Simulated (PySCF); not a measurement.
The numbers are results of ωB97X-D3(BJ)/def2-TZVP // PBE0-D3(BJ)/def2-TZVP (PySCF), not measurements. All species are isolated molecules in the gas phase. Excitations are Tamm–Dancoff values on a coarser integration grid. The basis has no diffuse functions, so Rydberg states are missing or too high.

Reference species (SMILES): `[CH3][Al]([CH3])[I]` (neutral, multiplicity 1).

```json
{
 "T1 excitation (TDA)": "5.39 eV",
 "HOMO–LUMO gap": "10.53 eV",
 "S1 oscillator strength": "0.000",
 "S1 excitation (TDA)": "5.54 eV"
}
```

After one change: the T1 excitation (TDA) increases by 0.35 eV; the HOMO–LUMO gap rises by 0.98 eV; the S1 oscillator strength is nearly the same; the S1 excitation (TDA) goes up by 0.46 eV.

**Question.** What was changed between the two runs? The new species is one of these.
A) `[CH3][Al]([CH3])[CH3]`
B) `[I][Al]([I])[I]`
C) `[CH3][Al]([I])[I]`

**Answer.** A, `[CH3][Al]([CH3])[CH3]`
